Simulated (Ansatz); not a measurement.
Consider the ligand exchange at the Si–C bond: `C=C([SiH3])[SiH3]` + `[NH2][GaH][SiH3]` → `[SiH3][NH][GaH][SiH3]` + `C=C[SiH3]`.

Program: Ansatz. Geometries: PBE0-D4/def2-TZVP. ΔE: electronic, gas phase. CCSD(T)/CBS is the MP2 limit (def2-TZVPP, def2-QZVPP) plus CCSD(T) − MP2 in def2-TZVPP, frozen cores. DFT in def2-TZVPP. For Ga outer-core shells are correlated without core-valence functions, which leaves a few kJ/mol of doubt a bond. Scalar relativity is left out up to krypton. One conformer a species, not always the lowest.

| level | ΔE (eV) |
| --- | --- |
| PBE0-D4 | -0.47 |
| PBE | -0.44 |
| MP2/def2-QZVPP | -0.53 |
| MP2/CBS(def2) | -0.52 |

Problem. What does CCSD(T)/CBS give? (Estimate.)

Solution. Ansatz gave: -0.52 eV. The listed levels differ from it by 0.05, 0.08, -0.01, 0.00 eV.

Largest T1 diagnostic among the species: 0.015.

From PBE to PBE0 (25 % exact exchange), in def2-TZVPP and without D4, ΔE moves by −0.04 eV. In def2-TZVPP, CCSD(T) changes the Hartree–Fock value by +0.12 eV (the triples alone add +0.02 eV) and MP2 by +0.13 eV.
